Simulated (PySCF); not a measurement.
$^{31}$P chemical shifts

[PySCF 2.14.0 with density-fitted response routines: structure optimised with GFN2-xTB; shieldings: GIAO PBE0/pcSseg-1; gas phase; rapidly exchanging positions averaged; non-relativistic Hamiltonian; single conformer]

Shieldings were converted by a linear fit to measured shifts: $^{31}$P (scatter 18.1 ppm rms vs H3PO4, solution or neat liquid). Occasional misses reach two or three times the rms, and more in compound classes unlike the fitted ones.

Task: Give the $^{31}$P shifts of `C=C[P@@](C)(=O)P(C)C`, `C[C@@H]1CC[P@@H](=S)[C@@H]1C`, `C[C@@H]1CCC[P@@]1(C)=S`, `C=C[P@H](=S)C(C)(C)C`.

Result: 
| compound | environment | δ (ppm) |
| --- | --- | --- |
| [CH2:1]=[CH:2][P@@:3]([CH3:4])(=[O:5])[P:6]([CH3:7])[CH3:8] | P3: phosphorus bonded to 2 C, O, P | 21.2 |
| [CH2:1]=[CH:2][P@@:3]([CH3:4])(=[O:5])[P:6]([CH3:7])[CH3:8] | P6: phosphorus bonded to 2 C, P | -65.1 |
| C[C@@H]1CC[P@@H](=S)[C@@H]1C | phosphorus bonded to 2 C, S, H, in a 5-membered ring | 22.4 |
| C[C@@H]1CCC[P@@]1(C)=S | phosphorus bonded to 3 C, S, in a 5-membered ring | 43.3 |
| C=C[P@H](=S)C(C)(C)C | phosphorus bonded to 2 C, S, H | 26.0 |

Task: Order these by $^{31}$P shift, lowest first.
A. CC(C)[P@@H](=S)C1CC1
B. CP1(=S)CCCCC1
C. C=CC[P@@H](=S)CCC

Result: C (-1.5 ppm, phosphorus bonded to 2 C, S, H), B (14.6 ppm, phosphorus bonded to 3 C, S, in a 6-membered ring), A (30.7 ppm, phosphorus bonded to 2 C, S, H).
